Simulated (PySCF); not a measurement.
Computed shifts of a molecule C3H8BF, PBE/pcSseg-1 in PySCF, GIAO, gas phase, atoms alike by connectivity averaged where their shifts nearly agree, in ppm (number of nuclei): ¹⁹F: -15.4 (1). ¹H: 5.91 (1), 1.48 (3), 1.33 (3), 1.19 (1). ¹³C: 31.9 (1), 20.3 (1), 18.0 (1). References: ¹¹B against BF3 (σ = 83.9 ppm); ¹⁹F against CFCl3 (σ = 133.6 ppm); ¹H against TMS (σ = 31.49 ppm); ¹³C against TMS (σ = 182.0 ppm), references at their B3LYP-D3(BJ)/def2-TZVP geometries, non-relativistic. Geometry: B3LYP-D3(BJ)/def2-SVP. One conformer was computed; it need not be the lowest.

Q: Which molecule gave these data?
(A) CCB(C)F
(B) CCCBF
(C) CC(C)BF

A: C, CC(C)BF
